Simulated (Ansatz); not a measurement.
C4H11Al, SMILES `CC[CH](C)[AlH2]`, relaxed with RKS PBE0-D4/def2-TZVP in Ansatz 0.2.0 from a PBE-D4/def2-SVP geometry. The force threshold is 0.005 eV/Å; the program also tests the step.

Total charge 0; spin multiplicity 1.

Start:

```xyz
16

C    -1.788    0.816    0.288
C    -0.860   -0.388    0.470
C     0.351   -0.357   -0.482
C     1.312   -1.533   -0.238
Al    1.208    1.430   -0.275
H    -2.176    0.880   -0.750
H    -2.658    0.794    0.975
H    -1.259    1.780    0.500
H    -1.440   -1.330    0.332
H    -0.499   -0.416    1.524
H    -0.031   -0.421   -1.528
H     2.148   -1.558   -0.968
H     1.760   -1.494    0.779
H     0.788   -2.513   -0.316
H     1.688    1.878    1.195
H     1.455    2.432   -1.507
```

Task: How much energy does the relaxation release, and in how many steps? (An estimate is asked.)

Result: Computed: 1.26 kcal/mol, in 10 steps, 1 of them rejected.

Task: Which bonds change most? (Best estimate.)

Result: Computed: C3–Al5 from 1.992 to 1.973 Å; C1–H8 from 1.119 to 1.102 Å; C2–H10 from 1.114 to 1.097 Å; C2–H9 from 1.116 to 1.099 Å.

Task: Give the relaxed structure. (Best estimate.)

Result: Computed: 
```xyz
16

C    -1.777    0.805    0.287
C    -0.845   -0.381    0.476
C     0.346   -0.345   -0.482
C     1.295   -1.518   -0.243
Al    1.207    1.418   -0.273
H    -2.147    0.860   -0.740
H    -2.640    0.766    0.955
H    -1.269    1.758    0.505
H    -1.410   -1.315    0.346
H    -0.482   -0.394    1.511
H    -0.041   -0.413   -1.508
H     2.112   -1.548   -0.970
H     1.746   -1.476    0.754
H     0.769   -2.478   -0.312
H     1.641    1.868    1.194
H     1.496    2.394   -1.498
```
